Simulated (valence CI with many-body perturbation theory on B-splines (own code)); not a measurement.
**E1 transitions of La7+**

Calculated by valence CI with perturbative core correlation (CI+MBPT): four valence electrons over a frozen Dirac-Fock core [Kr] 4d10, radial functions for each j: 7 s, 7 p, 7 d, 7 f, 4 g, 2 h, with the one-electron correlation potential Σ1, the two-electron term Σ2, the three-electron term Σ3, Breit, model QED; selected CI, second order for the rest, scaled by the run's own slope (own B-spline code, finite nucleus).

No measured levels were compared; by estimate levels hold to about 250 cm⁻¹ or 0.2 % of their energy and the worst to 1 %, as in measured heavy ions of charge 2 to 7; those with d or f electrons hold less well. Among the levels kept, up to 410 cm⁻¹ of a level comes from second order outside the variational space, and about a tenth of that is noise between levels of different J, which matters for small intervals.

Lines 101 to 150 of 584 in falling wavelength, among levels below 401190 cm⁻¹, chosen from the strongest by gf and those to the six lowest levels. Wavelengths and rates use the calculated energies, so an error of 300 cm⁻¹ moves a line at 66.91 nm by 0.2 % and its rate by three times that or more. Electric multipoles are in the length gauge, E1 and E2 with the static RPA response of the core. Weak lines are less certain than strong ones. Lines between different terms over intervals too small for the method are left out, as are lines whose strength nearly cancels. Where a level lies close to another of its J and parity, the split of strength between their lines is uncertain. The highest levels of a list are the least certain.

Names give the largest LS component (configuration and term), which can be under half, so a name can repeat, a term be missing and a line seem to break the LS rules; names also repeat where a configuration has a term twice. Letters in brackets count levels of one name in rising energy.

```
λ vac (nm)              Upper            Lower   A (s⁻¹)  S (a.u.)
     66.91      4f5s5p² ³P°_2     4f5s²5p ¹D_2  3.08e+08  2.28e-01
     66.90      4f5s5p² ³H°_6     4f5s²5p ³G_5  8.83e+08  1.70e+00
     66.59        5s5p³ ³D°_3      5s²5p² ³P_2  5.20e+08  5.30e-01
     66.33  5s²5p5d ¹F°_3 [a]     4f5s²5p ¹F_3  2.17e+08  2.19e-01
     66.25  4f5s5p² ³F°_4 [d]     4f5s²5p ¹G_4  2.11e+08  2.73e-01
     66.18           5p⁴ ³P_0      5s5p³ ³P°_1  1.39e+09  1.99e-01
     65.57  4f5s5p² ³F°_4 [a]     4f5s²5p ³G_4  3.83e+08  4.79e-01
     64.84           5p⁴ ³P_2      5s5p³ ³D°_3  2.11e+09  1.42e+00
     64.74      4f5s5p² ¹P°_1     4f5s²5p ¹D_2  5.54e+08  2.22e-01
     64.39  4f5s5p² ³D°_3 [b]     4f5s²5p ³D_3  7.02e+08  6.47e-01
     64.23      4f5s5p² ³P°_1     4f5s²5p ³D_1  1.12e+09  4.40e-01
     64.22           5p⁴ ³P_1  5s5p³ ³P°_2 [a]  7.43e+08  2.91e-01
     64.18      4f5s5p² ¹H°_5     4f5s²5p ³G_5  2.71e+08  3.89e-01
     63.87      4f5s5p² ³P°_0     4f5s²5p ³D_1  1.67e+09  2.15e-01
     63.84      5s²5p5d ³P°_2     4f5s²5p ³F_2  3.78e+08  2.43e-01
     63.69  4f5s5p² ³F°_2 [c]     4f5s²5p ³D_2  1.27e+09  8.12e-01
     63.68  5s²5p5d ³D°_3 [a]     4f5s²5p ³G_3  5.27e+08  4.71e-01
     63.26  4f5s5p² ³F°_4 [c]     4f5s²5p ¹F_3  3.44e+08  3.86e-01
     63.19  4f5s5p² ³F°_4 [a]     4f5s²5p ³G_3  1.18e+08  1.32e-01
     62.87      4f5s5p² ¹H°_5     4f5s²5p ³F_4  1.35e+08  1.82e-01
     62.81  4f5s5p² ¹G°_4 [a]     4f5s²5p ³G_4  8.69e+08  9.56e-01
     62.67  4f5s5p² ³F°_4 [d]     4f5s²5p ³G_5  2.42e+08  2.65e-01
     62.50  5s²5p5d ³D°_3 [b]     4f5s²5p ³G_3  2.96e+08  2.50e-01
     62.44  4f5s5p² ¹F°_3 [a]     4f5s²5p ³F_2  2.95e+08  2.48e-01
     62.29           5p⁴ ¹D_2  5s5p³ ³P°_2 [a]  8.00e+08  4.77e-01
     62.12  4f5s5p² ¹G°_4 [a]     4f5s²5p ³F_3  4.03e+08  4.29e-01
     61.91  4f5s5p² ³D°_3 [c]     4f5s²5p ³D_3  6.60e+08  5.41e-01
     61.89           5p⁴ ³P_2      5s5p³ ³D°_2  9.86e+08  5.77e-01
     61.76  4f5s5p² ³F°_2 [b]     4f5s²5p ³F_2  1.34e+09  7.77e-01
     61.74      4f5s5p² ³P°_2     4f5s²5p ³D_3  8.58e+08  4.99e-01
     61.42  4f5s5p² ³F°_4 [d]     4f5s²5p ³F_4  9.84e+08  1.01e+00
     61.40  4f5s5p² ³F°_3 [a]     4f5s²5p ³F_3  1.96e+09  1.57e+00
     61.27  4f5s5p² ³G°_3 [b]     4f5s²5p ³F_4  3.30e+08  2.62e-01
     61.06  4f5s5p² ³G°_5 [b]     4f5s²5p ³G_4  1.48e+09  1.83e+00
     60.72      4f5s5p² ³H°_4     4f5s²5p ³F_3  6.64e+08  6.60e-01
     60.61  4f5s5p² ¹G°_4 [a]     4f5s²5p ³G_3  1.03e+09  1.02e+00
     60.57  4f5s5p² ¹F°_3 [a]     4f5s²5p ³G_3  1.42e+09  1.09e+00
     60.44        5s5p³ ³D°_1      5s²5p² ³P_0  1.83e+09  5.97e-01
     60.33    5s5p³ ³P°_2 [b]      5s²5p² ¹D_2  2.16e+09  1.17e+00
     60.29  4f5s5p² ³G°_3 [b]     4f5s²5p ¹F_3  1.38e+09  1.04e+00
     60.19  4f5s5p² ³F°_4 [b]     4f5s²5p ³G_4  3.05e+08  2.95e-01
     60.15      4f5s5p² ¹P°_1     4f5s²5p ³D_2  6.24e+08  2.01e-01
     60.07       5s²5p6p ³D_1    4f5s5p² ⁵G°_2  1.14e+09  3.65e-01
     59.70        5s5p³ ³S°_1      5s²5p² ¹D_2  2.86e+08  9.01e-02
     59.29      4f5s5p² ³H°_4     4f5s²5p ³G_3  1.15e+09  1.07e+00
     58.93      4f5s5p² ³H°_5     4f5s²5p ³G_4  8.25e+08  9.16e-01
     58.63  4f5s5p² ³D°_1 [b]     4f5s²5p ³F_2  2.41e+09  7.20e-01
     58.61  5s²5p5d ¹F°_3 [a]     4f5s²5p ³F_3  3.24e+08  2.25e-01
     58.49    5s5p³ ³P°_2 [a]      5s²5p² ³P_2  2.99e+09  1.48e+00
     58.38  5s²5p5d ¹F°_3 [b]     4f5s²5p ³F_2  1.14e+09  7.87e-01
```
